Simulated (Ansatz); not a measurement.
Born–Oppenheimer molecular dynamics of ClH₃O₂Sn (7 atoms, charge 0, multiplicity 1). It starts at the highest image of a converged band. Of that band: Neighbouring images differ by up to 2.3 eV, so the band resolves the path poorly. A vibrational analysis at the climbing image gives one clearly imaginary mode, 1048i cm⁻¹: a first-order saddle point.

Method: RKS PBE-D4/def2-SVPD (Ansatz).

```json
{
  "ensemble": "NVE (velocity Verlet)",
  "time step": "0.5 fs",
  "steps asked": "200",
  "starting velocities drawn for": "100 K",
  "seed": "12087"
}
```

First frame:

```xyz
7
Properties=species:S:1:pos:R:3
O -0.313 1.655 -0.195
Sn 0.032 -0.308 0.624
O 1.820 -0.924 -0.070
Cl -1.536 -1.792 -0.441
H -1.131 1.808 -0.711
H -0.516 1.191 1.402
H 1.705 -1.698 -0.655
```

Problem. How far do the bonds stretch over the last three quarters of this one trajectory? (Pairs bonded in most of those frames.)

Solution. 
```json
{"bond": "O1–H5", "mean (Å)": "0.983", "spread (Å)": "0.017", "shortest": "0.95", "longest": "1.01"}
{"bond": "O1–H6", "mean (Å)": "1.061", "spread (Å)": "0.147", "shortest": "0.82", "longest": "1.27"}
{"bond": "Sn2–O3", "mean (Å)": "2.045", "spread (Å)": "0.043", "shortest": "1.98", "longest": "2.11"}
{"bond": "Sn2–Cl4", "mean (Å)": "2.496", "spread (Å)": "0.042", "shortest": "2.43", "longest": "2.55"}
{"bond": "O3–H7", "mean (Å)": "0.977", "spread (Å)": "0.001", "shortest": "0.97", "longest": "0.98"}
```

Mean temperature of the second half: 2490 K. The conserved energy stayed within 3.3 meV per atom of its start (net change 2.9 meV per atom), so there is no drift, though single steps change it by up to 24 meV in the whole system, a sign of fast motions only just resolved. The kinetic energy rose, since the run started high on the potential surface and went downhill. It ends in pieces (ClHOSn + H2O), so much of that is their flight and rotation, not heat. A run of 0.1 ps of so small a system gives no equilibrium averages. The orbitals stay closed-shell, which can raise the energy where a bond breaks towards radicals; this wasn't checked here.

Time of the run: 3.4 min on 2 threads of AMD EPYC 9R45 96-Core Processor (Zen 5), on a shared host, peak memory 0.18 GiB.
